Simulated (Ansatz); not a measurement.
Born–Oppenheimer molecular dynamics of C₃H₁₁NSi (16 atoms, charge 0, multiplicity 1). It starts from a relaxed structure.

Computed with RKS PBE/STO-3G in Ansatz.

```
ensemble             : NVT, Langevin thermostat
time step            : 0.5 fs
steps asked          : 100
set temperature      : 200 K
friction             : 0.001 /fs
temperature schedule : 25 steps to 200 K, then 75 steps to 400 K
seed                 : 384105
```

First frame:

```xyz
16
Properties=species:S:1:pos:R:3
Si 0.036 -0.070 0.023
N 0.163 -0.382 1.797
H -0.829 -0.343 2.186
H 0.589 0.493 2.232
C 1.794 0.049 -0.639
H 2.366 -0.863 -0.405
H 1.800 0.178 -1.734
H 2.334 0.904 -0.201
C -0.894 1.523 -0.411
H -1.931 1.504 -0.037
H -0.401 2.413 0.018
H -0.938 1.665 -1.504
C -0.876 -1.535 -0.728
H -1.900 -1.621 -0.327
H -0.955 -1.436 -1.823
H -0.352 -2.480 -0.511
```

Problem. What does the run give?

Solution. The run went to its last step.

* steps done: 100
* time covered: 50 fs
* mean temperature over the second half: 105 K
* spread of the potential energy over the second half: 1.4 meV per atom
* mean potential energy of the second half above the start: 10.4 meV per atom

The schedule's set-point averaged 333 K over the second half and the system 105 K, so it lags behind the ramp. A run of 0.05 ps of so small a system gives no equilibrium averages. Limits of this set-up: minimal basis.

Problem. What happens to the structure?

Solution. The same pairs are bonded in the first frame and the last. Pairs count as bonded within 1.25 times the sum of covalent radii (0.12 Å more for H–H). The details hang on the random start.

Problem. How do temperature and energy run in time?

Solution. 
| time (fs) | T (K) | potential energy less start (eV) |
| --- | --- | --- |
| 0 | 188 | 0.000 |
| 2.5 | 93 | 0.197 |
| 5 | 130 | 0.104 |
| 7.5 | 61 | 0.247 |
| 10 | 128 | 0.102 |
| 12.5 | 67 | 0.237 |
| 15 | 119 | 0.133 |
| 17.5 | 90 | 0.209 |
| 20 | 150 | 0.080 |
| 22.5 | 87 | 0.196 |
| 25 | 107 | 0.155 |
| 27.5 | 85 | 0.199 |
| 30 | 127 | 0.112 |
| 32.5 | 102 | 0.175 |
| 35 | 102 | 0.166 |
| 37.5 | 101 | 0.177 |
| 40 | 109 | 0.160 |
| 42.5 | 100 | 0.174 |
| 45 | 90 | 0.209 |
| 47.5 | 121 | 0.141 |
| 50 | 123 | 0.153 |

Run time: 3.8 min on 1 thread of Intel(R) Xeon(R) Platinum 8488C (Sapphire Rapids), with other jobs on the host, peak memory 0.12 GiB.
